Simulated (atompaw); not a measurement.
**PBE PAW (atompaw) dataset for rhenium, scalar-relativistic all-electron reference.**

Re, PAW, made with atompaw 4.2.0.5 (PBE, scalar-relativistic). Core [Kr] 4d10, reference 4f14 5s2 5p6 5d5 6s2 6p0. Waves: 5s (bound): rc 1.50 bohr; 6s (bound): rc 1.40 bohr; 5p (bound): rc 1.75 bohr; 6p (bound, empty): rc 1.75 bohr; 5d (bound): rc 2.50 bohr; 5d channel at 0.2 Ry: rc 2.50 bohr; 4f (bound): rc 0.70 bohr; 4f channel at -1.85 Ry: rc 0.70 bohr. Local part: troulliermartins scheme with l = 4 at 0 Ry, radius 1.70 bohr. Core correction: smooth core density matched at 1.65 bohr. Augmentation charge: sinc compensation charge, radius 2.20 bohr; PAW radius 2.50 bohr; waves and projectors: custom polynom2 7 10 vanderbiltortho.

All-electron outer shells of the reference configuration (PBE, scalar-relativistic, ld1.x):

```tsv
shell	level (eV)	outermost node (bohr)	outermost maximum (bohr)
4p	-447.28	0.23	0.43
4d	-255.33	0.21	0.44
5s	-85.25	0.52	0.93
5p	-47.01	0.56	1.06
4f	-42.31	–	0.41
6s	-5.94	1.24	2.57
5d	-5.37	0.62	1.41
6p	-1.32	1.48	3.65
```

Is a potential produced?

No. atompaw 4.2.0.5 stopped with "atompaw: The overlap operator has at least one negative eigenvalue!": the overlap operator built from these waves and projectors is not positive definite.
